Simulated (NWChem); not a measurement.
Molecule: SiH2SO, singlet; SMILES S[Si]O

```xyz
5

Si    -0.6916    -0.6987     0.0000
O      0.6931    -1.6236     0.0000
H      1.5801    -1.2291     0.0000
S      0.2070     1.3123     0.0000
H     -0.9550     1.9997     0.0000
```
Atoms are numbered in this order, from 1.

Computed with NWChem. Pople sets run with spherical d functions. Low-valent species are run as closed-shell singlets; no triplet was tried in these runs. Structure relaxed at the B3LYP/6-31G* (spherical d) level. Vzz is the largest principal value of the second derivative of the potential at the nucleus (NWChem prints the opposite sign); η is the asymmetry. Non-relativistic.

| level | Vzz O2 (a.u.) | η O2 | Vzz S4 (a.u.) | η S4 | relative time |
|---|---|---|---|---|---|
| PBE0/def2-TZVP | 1.271 | 0.04 | 1.702 | 0.48 | 3 |
| PBE0/cc-pVTZ | 1.268 | 0.04 | 1.525 | 0.51 | 7 |
| PBE/6-31G* | 1.222 | 0.02 | 1.565 | 0.52 | 1 |
| PBE/def2-TZVP | 1.245 | 0.02 | 1.660 | 0.45 | 4 |

Times are rough ratios from one shared machine.
